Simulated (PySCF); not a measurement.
# Trend along group 11: MF molecules

PBE0 with triple-zeta basis sets in PySCF, for the lowest determinant that a PBE0 search found; no spin–orbit coupling. De refers to high-spin ground-configuration atoms. A positive dipole means M(−)F(+).

```tsv
M	basis	state (unpaired electrons)	Re (Å)	ωe (cm⁻¹)	De (eV)	μ (D)
Cu	x2c-TZVPPall	singlet (closed shell)	1.742	619	3.93	-5.02
Ag	def2-TZVPP	singlet (closed shell)	1.981	506	3.22	-5.72
Au	def2-TZVPP	singlet (closed shell)	1.933	547	2.78	-4.28
```

The shortest bond is that of CuF (1.742 Å), the longest that of AgF (1.981 Å). CuF is bound most strongly (3.93 eV) and AuF least (2.78 eV).

The rows differ in basis set, which adds steps of its own.

Down a group the atoms grow and get heavier, so bonds lengthen and wavenumbers fall; the exceptions here are the shorter bond at Au and the higher wavenumber at Au. Relativity and the filled 4f shell contract the atoms of the sixth period.

These are scalar-relativistic numbers at best; spin–orbit coupling would shift them, the dissociation energy most.
